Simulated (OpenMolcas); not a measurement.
# Nb3+: ligand-field states by method

Nb3+ with 3 ligands (fluoride) in trigonal planar coordination (D3h) at 1.83 Å. Ligand basis ANO-RCC-VDZP.

```json
{
  "Program": "OpenMolcas 26.06",
  "Basis": "ANO-RCC-VDZP [6s5p3d1f]",
  "Scalar Hamiltonian": "DKH2, point nucleus",
  "Active space": "2 electrons in 5 orbitals (4d)",
  "State averaging": "2S+1 = 3 even, 10 roots; 2S+1 = 1 even, 15 roots",
  "Spin-orbit coupling": "state interaction with AMFI integrals over the reference wave functions"
}
```

I. CASSCF
II. SS-CASPT2, IPEA 0.25 Eh, imaginary shift 0.1 Eh (closed shells correlated: 4s 4p and the ligand valence shells)

Spin-free states (labels of D3, the rotations of D3h) in cm-1, each column counted from its own energy of the first state listed:

| State | Degeneracy | I | II |
| --- | --- | --- | --- |
| 3E | 2 | 0 | 0 |
| 2S+1 = 1 | 1 | 4192 | 730 |
| 2S+1 = 3 | 1 | 4556 | 7310 |
| 1E | 2 | 8372 | 6300 |
| 1E | 2 | 13205 | 13480 |
| 3E | 2 | 20151 | 20930 |
| 2S+1 = 1 | 1 | 23070 | 20840 |
| 1E | 2 | 26673 | 25030 |

From I to II, I's first state of the same spin (2S+1 = 3) moves from 4556 to 7310 cm-1, by about +2800 cm-1.

From I to II, I's first state of another spin (2S+1 = 1) moves from 4192 to 730 cm-1, by about -3500 cm-1.

χT at 300 K: I 0.60, II 0.47 cm3 K/mol.

Roots that are degenerate in the reference are averaged as groups; the widest CASPT2 spread within a group is 190 cm-1 (the 2-fold group of multiplicity 3 near 20900 cm-1 above the lowest state of its run, II). Shifts and gaps below about the spread of the groups concerned are not significant. An orbital doublet at a regular site is open to a Jahn-Teller distortion, which this geometry leaves out. The least metal-like active orbital is 72 % on the metal (Löwdin) and no ligand orbital is active, so the numbers are rough. Ligand-to-metal charge-transfer states are missing. With no ligand orbital active B as a rule stays too high, so bands that hang on it stand too high and its fall with covalency is understated. Without dynamic correlation the repulsion within the d shell is too large (B by tens of per cent), so at a given field states of lower spin stand too high (holds for I). With metal d orbitals alone the field can be off either way by tens of per cent (holds for I). No measured value stands beside these numbers; the geometry is a model, was not optimised and need not be the one that this ion takes.

A state without a sure symmetry label is named by its multiplicity alone.
